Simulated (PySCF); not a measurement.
Compound: C3H8NOSi (doublet state).
Geometry (GFN2-xTB, Å), atoms numbered from 1 in this order:
```xyz
14
C3H8NOSi angstrom
C      1.981    0.184    0.703
C      1.127   -0.973    0.189
C     -0.026   -0.462   -0.653
O     -0.013   -0.517   -1.891
Si    -1.444    0.385    0.171
N     -2.789    0.719   -0.834
H      1.385    0.852    1.323
H      2.813   -0.191    1.295
H      2.381    0.754   -0.132
H      1.736   -1.632   -0.433
H      0.737   -1.544    1.034
H     -1.814    0.361    1.571
H     -2.674    0.566   -1.824
H     -3.402    1.498   -0.655
```

The hyperfine couplings belong to this conformer and change with its torsions.

The species is `CCC(=O)[SiH]N` [radical].

Theory: UKS B3LYP, pcH-1 on C H N O Si, non-relativistic, mean-field spin-orbit, GIAO (PySCF). The structure is a single GFN2-xTB conformer in the gas phase; no vibrational or solvent corrections. The geometry wasn't refined by DFT: couplings that depend on bond lengths, twists or pyramidal angles can differ widely from those at the functional's own minimum, by a factor of two or more for some ions and for spin on atoms past the first row. The SCF solution wasn't tested for stability.

Principal values of hyperfine tensors in MHz (contact, dipolar and spin–orbit terms together), for some of the nuclei:

```tsv
atom	isotope	A1	A2	A3
Si5	29Si	-274.38	-72.80	-71.24
O4	17O	-85.35	17.22	21.28
C3	13C	-24.11	-15.35	-2.91
H8	1H	8.08	8.24	11.11
H13	1H	-16.24	-11.87	0.93
H12	1H	-17.76	-6.17	-1.61
H11	1H	5.28	5.80	11.03
N6	14N	-0.46	-0.30	20.47
```

Task: Give the isotropic coupling of each nucleus in MHz and in mT (g = 2.0033), and the anisotropic part.

Result: a_iso is a third of the trace, T = A − a_iso, and a(mT) = a(MHz)/(g × 13.996). The tensors hold a spin–orbit part: the run splits a_iso into a_FC + a_SO, and T includes its anisotropic share.

```csv
atom,a_iso (MHz),a_FC,a_SO,a_iso (mT),T1,T2,T3
Si5,-139.47,-140.43,0.96,-4.974,-134.91,66.67,68.24
O4,-15.62,-15.57,-0.05,-0.557,-69.74,32.84,36.90
C3,-14.12,-14.07,-0.05,-0.504,-9.98,-1.23,11.21
H8,9.14,9.14,0.00,0.326,-1.06,-0.90,1.96
H13,-9.06,-9.09,0.03,-0.323,-7.18,-2.81,9.99
H12,-8.51,-8.52,0.00,-0.304,-9.25,2.34,6.91
H11,7.37,7.37,0.00,0.263,-2.09,-1.57,3.66
N6,6.57,6.55,0.02,0.234,-7.03,-6.87,13.90
```

Task: What spin density at the nucleus of H13 lies behind its contact coupling (g_N = 5.58569)?

Result: a_FC = (2μ0/3) gₑ μB g_N μN ρ(0)/(2S·h) = 800.24 MHz × g_N × ρ(0)/(2S), with ρ in bohr⁻³. With a_FC = -9.09 MHz and 2S = 1, ρ(0) = -0.002033 bohr⁻³. In magnitude that is 0.6 % of the 1/π = 0.318 of a free hydrogen atom.

Task: C1 (13C, g_N = 1.40482) isn't in the table. Its spin density at the nucleus is 0.01946 bohr⁻³. What is its contact coupling?

Result: By the same relation, a_FC = 21.9 MHz. Its full tensor has the principal values 20.64, 20.74, 24.23 MHz.

Task: Which nucleus of the table has the largest anisotropic coupling, and what is its form?

Result: Si5: -134.9, 66.7, 68.2 MHz (the dipolar term alone has -134.0, 66.2, 67.8), axial, in the ratio +1:+1:−2, the form that spin in one p orbital centred on that nucleus gives (the nuclear moment is negative).

Task: What first-order splitting does Si5 cause when the field lies along A1, A2 or A3 of its tensor (g taken as isotropic, no quadrupole term)?

Result: 2 lines (I = 1/2), spaced by |A_i|/(g × 13.996): 9.79, 2.60, 2.54 mT along the axes of A1, A2 and A3.
